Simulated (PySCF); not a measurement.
A calculated (B3LYP, PySCF 2.14, cc-pVDZ, the non-relativistic Hamiltonian (point nucleus)) atom or ion has these occupied shells.

```csv
shell,electrons,orbital energy (eV),"rms radius, mean of both spins (bohr)"
1s α,1,-1283.6,0.152
1s β,1,-1283.5,0.152
2s α,1,-93.629,0.761
2s β,1,-93.460,0.761
2p α,3,-59.420,0.777
2p β,3,-59.308,0.777
3s α,1,-12.635,3.00
```

**Question.** Name the element and its charge.

**Answer.** Mg⁺ (magnesium, charge +1), in [Ne] 3s1, 2S determinant.
